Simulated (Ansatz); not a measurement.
Born–Oppenheimer molecular dynamics of ClH5O2Si (9 atoms, charge 0, multiplicity 1). It starts at the highest image of a converged band. Of that band: A structure lower than the last end lies on the path between it and the top, so the climb from that side starts below the end, which may itself be a saddle point or a shallow side well. Neighbouring images differ by up to 2.0 eV, so the band resolves the path poorly. A vibrational analysis at the climbing image gives one clearly imaginary mode, 952i cm⁻¹: a first-order saddle point.

All numbers below come from RHF/def2-SVP (Ansatz).

* ensemble: NVE (velocity Verlet)
* time step: 0.5 fs
* steps asked: 200
* starting velocities drawn for: 100 K
* seed: 2156

First frame:

```xyz
9
Properties=species:S:1:pos:R:3
Si 0.259 0.081 -0.015
H -0.299 -0.041 1.581
O 1.834 -0.260 -0.142
H 2.034 -1.153 -0.386
H -0.485 1.039 -0.809
O -0.434 -1.395 -0.289
H -1.348 -1.476 -0.510
Cl 0.915 2.212 1.282
H 0.086 0.744 1.668
```

Task: How far do the bonds stretch over the last three quarters of this one trajectory? (Pairs bonded in most of those frames.)

Result: 
```tsv
bond	mean (Å)	spread (Å)	shortest	longest
Si1–O3	1.626	0.019	1.60	1.66
Si1–H5	1.463	0.014	1.44	1.49
Si1–O6	1.672	0.027	1.62	1.73
Si1–Cl8	2.226	0.233	1.89	2.57
H2–H9	0.757	0.023	0.73	0.84
O3–H4	0.947	0.007	0.94	0.96
O6–H7	0.945	0.005	0.94	0.96
```

Mean temperature of the second half: 2345 K. The conserved energy stayed within 0.047 meV per atom of its start (net change 0.027 meV per atom), so the integration is sound. The kinetic energy rose, since the run started high on the potential surface and went downhill. It ends in pieces (ClH3O2Si + H2), so much of that is their flight and rotation, not heat. A run of 0.1 ps of so small a system gives no equilibrium averages. The orbitals stay closed-shell, which can raise the energy where a bond breaks towards radicals; this wasn't checked here.

The run took 4.1 min on 1 thread of Arm Neoverse V2, on a shared host, peak memory 0.16 GiB.
